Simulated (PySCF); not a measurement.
Species: C4H11SSi2 (doublet state).
Cartesian coordinates in Å at the GFN2-xTB level; atoms count from 1:
```xyz
18
C4H11SSi2 angstrom
Si     1.886    0.837    0.731
C      0.910    0.047   -0.709
C      0.340   -1.339   -0.385
C     -0.749   -1.322    0.675
S     -2.338   -0.649    0.095
C     -1.879    1.118   -0.042
Si    -0.473    1.213   -1.315
H      2.633    1.967    0.179
H      1.001    1.332    1.791
H      2.796   -0.153    1.316
H      1.621   -0.082   -1.532
H      1.148   -1.986   -0.025
H     -0.068   -1.795   -1.292
H     -0.990   -2.339    0.988
H     -0.443   -0.748    1.551
H     -2.783    1.626   -0.366
H     -1.622    1.472    0.955
H     -0.998    0.808   -2.627
```

The hyperfine couplings belong to this conformer and change with its torsions.

The species is `[SiH3][C@H]1CCSC[SiH]1` [radical].

Level of theory: UKS B3LYP, pcH-1 on C H S Si, non-relativistic, mean-field spin-orbit, GIAO (PySCF). Isolated species at its GFN2-xTB geometry (one conformer only). The geometry wasn't refined by DFT: couplings that depend on bond lengths, twists or pyramidal angles can differ widely from those at the functional's own minimum, by a factor of two or more for some ions and for spin on atoms past the first row. The SCF solution wasn't tested for stability.

**Question.** Where do the isotropic ENDOR lines of H18, H12, H14, H17, H16, H8/H9/H10, H11, H13 and H15 fall at 3335.0 mT, to first order?

**Answer.** For S = 1/2 in fast tumbling each set of equivalent nuclei gives two lines, ν± = |νn ± a/2| to first order, with νn = g_N μN B/h and μN/h = 7.62259 MHz/T.

| nuclei | isotope | g_N | νn (MHz) | a_iso (MHz) | lower line (MHz) | upper line (MHz) |
| --- | --- | --- | --- | --- | --- | --- |
| H18 | 1H | 5.5857 | 142.00 | 66.59 | 108.70 | 175.29 |
| H12 | 1H | 5.5857 | 142.00 | 10.00 | 137.00 | 146.99 |
| H14 | 1H | 5.5857 | 142.00 | 4.52 | 139.73 | 144.26 |
| H17 | 1H | 5.5857 | 142.00 | -3.12 | 140.43 | 143.56 |
| H16 | 1H | 5.5857 | 142.00 | -1.47 | 141.26 | 142.73 |
| H8/H9/H10 | 1H | 5.5857 | 142.00 | 1.36 | 141.32 | 142.67 |
| H11 | 1H | 5.5857 | 142.00 | -1.33 | 141.33 | 142.66 |
| H13 | 1H | 5.5857 | 142.00 | -1.32 | 141.34 | 142.66 |
| H15 | 1H | 5.5857 | 142.00 | -0.54 | 141.72 | 142.27 |

**Question.** Which pairs are centred on the nuclear Larmor frequency, and which on half the coupling?

**Answer.** Centred on νn, since |a| < 2νn: H18, H12, H14, H17, H16, H8/H9/H10, H11, H13 and H15. No pair has |a| > 2νn.

Nuclei that the bonding pattern makes equivalent are averaged, as if the motion that swaps them (rotation, inversion, ring flip) were fast.

The largest Mulliken spin populations are on Si7 (+0.89) and S5 (+0.08). Si7 is the only atom above +0.15. The angles at Si7 add up to 327.7°, so it is pyramidal.
